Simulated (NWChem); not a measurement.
System: C2, singlet; SMILES [C]=[C]

Computed with NWChem. Pople sets run with spherical d functions. Low-valent species are run as closed-shell singlets; no triplet was tried in these runs. Coordinates come from a PBE0-D3(BJ)/def2-TZVP optimisation. Level: M06-2X/6-31G* with SMD (1 M gas to 1 M solution), gas-phase geometry.

For solvent ethanol:

| Property | Value |
|---|---|
| cavity-dispersion-structure term (kcal/mol) | 4.6 |

Q: How do the values read with solvent water instead?

A: 
- cavity-dispersion-structure term (kcal/mol): 5.6
